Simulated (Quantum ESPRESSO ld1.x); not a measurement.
Problem. The mean radii <r> (bohr) of the occupied orbitals of an atom or ion are listed with their occupations. Method: scalar-relativistic Kohn-Sham, LDA (Slater exchange, VWN5 correlation), spin-polarised, spherical densities, point nucleus; computed with ld1.x of Quantum ESPRESSO 7.5.

| orbital | occ. | <r> |
|---|---|---|
| 1s down | 1 | 0.02509 |
| 1s up | 1 | 0.02509 |
| 2s up | 1 | 0.1075 |
| 2s down | 1 | 0.1075 |
| 2p up | 3 | 0.09428 |
| 2p down | 3 | 0.09428 |
| 3s up | 1 | 0.2856 |
| 3s down | 1 | 0.2856 |
| 3p up | 3 | 0.2835 |
| 3p down | 3 | 0.2835 |
| 3d up | 5 | 0.2601 |
| 3d down | 5 | 0.2601 |
| 4s up | 1 | 0.6546 |
| 4s down | 1 | 0.6546 |
| 4p up | 3 | 0.6936 |
| 4p down | 3 | 0.6936 |
| 4d up | 5 | 0.7682 |
| 4d down | 5 | 0.7681 |
| 5s up | 1 | 1.556 |
| 5s down | 1 | 1.552 |
| 5p up | 3 | 1.807 |
| 5p down | 3 | 1.801 |
| 6s up | 1 | 4.332 |
| 6s down | 1 | 4.430 |
| 5d up | 1 | 2.973 |

Name the element and its charge. Open shells, if any, are filled with parallel spins first.

Solution. Z = 57, lanthanum, charge 0: La in [Xe] 5d1 6s2. The 1s radius gives Z: for a bare nucleus <r> = (2 gamma + 1)/(2Z) with gamma = sqrt(1 - (Z/c)^2), 0.02473 bohr for Z = 57, and screening makes it slightly larger (0.02509 here). The occupations add up to 57, and the charge is Z minus that.
